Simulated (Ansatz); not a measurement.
`[SiH3][In]([Cl])[Cl]`. Total charge 0; spin multiplicity 1. In: def2 effective core potential.

```xyz
7

Si    1.2097    0.1225    0.3707
In   -1.2152   -0.1336   -0.3863
Cl   -3.0477   -0.0792    1.0473
Cl   -1.9123   -0.4379   -2.5849
H     1.4112    1.5328    0.7879
H     2.1130   -0.2178   -0.7545
H     1.4413   -0.7867    1.5198
```

Problem. What are the harmonic wavenumbers in cm⁻¹ at PBE0-D4/def2-TZVP (Ansatz, finite differences of forces, unscaled)? (Best estimate.)

Solution. Ansatz gave: 6, 60, 86, 99, 284, 365, 367, 460, 480, 834, 932, 935, 2231, 2250, 2257.
